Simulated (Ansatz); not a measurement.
The same molecule with X = Si, Ge, Sn. Ansatz, PBE0-D4/def2-TZVP geometries, multiplicity 1. Each molecule was computed in one conformer, which needn't be the lowest.

Elements past krypton have def2 core potentials. Scalar relativity is left out up to krypton.

| X | molecule | mean X–F bond length / Å | mean X–S bond length / Å | HOMO–LUMO gap (B3LYP/def2-TZVPP) / eV | ideal-gas entropy at 298 K and 1 bar (rigid rotor, harmonic PBE0-D4/def2-TZVP) / J/(mol·K) | HOMO–LUMO gap (PBE/def2-TZVPP) / eV |
| --- | --- | --- | --- | --- | --- | --- |
| Si | `F[Si](F)(S)S` | 1.584 | 2.102 | 7.66 | 354 | 5.95 |
| Sn | `[F][Sn]([F])([SH])[SH]` | 1.904 | 2.361 | 5.46 | 398 | 3.83 |

**Question.** Give the row for X = Ge, `[F][Ge]([F])([SH])[SH]`. (Estimate.)

**Answer.** Ansatz gave: 
```tsv
X	molecule	mean X–F bond length / Å	mean X–S bond length / Å	HOMO–LUMO gap (B3LYP/def2-TZVPP) / eV	ideal-gas entropy at 298 K and 1 bar (rigid rotor, harmonic PBE0-D4/def2-TZVP) / J/(mol·K)	HOMO–LUMO gap (PBE/def2-TZVPP) / eV
Ge	`[F][Ge]([F])([SH])[SH]`	1.722	2.183	6.57	375	4.85
```

From Si to Sn the mean X–F bond length rises at each step, by 0.320 Å in all; the mean X–S bond length rises at each step, by 0.259 Å in all; the HOMO–LUMO gap (B3LYP/def2-TZVPP) falls at each step, by 2.20 eV in all; the ideal-gas entropy at 298 K and 1 bar (rigid rotor, harmonic PBE0-D4/def2-TZVP) rises at each step, by 44 J/(mol·K) in all; the HOMO–LUMO gap (PBE/def2-TZVPP) falls at each step, by 2.12 eV in all. Bonds lengthen as the atom grows down the group.

B3LYP here is the variant with VWN-RPA as its local correlation; programs differ in this.
